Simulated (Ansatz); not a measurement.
Basis-set extrapolation for CH$_{6}$FNOSi, SMILES `NC(F)[SiH2]O` (PBE0-D4/def2-TZVP geometry, frozen core, Ansatz 0.2.0). Multiplicity 1, RHF reference.

```json
{"": "HF", "def2-TZVPP": "-559.216282", "def2-QZVPP": "-559.238187"}
{"": "MP2 correlation", "def2-TZVPP": "-0.996743", "def2-QZVPP": "-1.077438"}
{"": "CCSD(T) correlation", "def2-TZVPP": "-1.065862", "def2-QZVPP": "not run"}
```

Energies in hartree. Use E(X) = E(∞) + A·exp(−7.88·√X) for Hartree–Fock and E(X) = E(∞) + B·X^(−2.97) for correlation, with X = 3 and 4, and add CCSD(T) minus MP2 of the smaller set to the MP2 limit.

What is the CCSD(T) energy at the basis-set limit?

HF limit: -559.238187 + (-0.021905) × 0.13774 = -559.24120. MP2 limit: -1.077438 + (-0.080695) × 0.74074 = -1.13721. Higher-order term: -1.065862 − (-0.996743) = -0.06912. Total: -560.44753 hartree, 434.2 kJ/mol below CCSD(T)/def2-TZVPP.
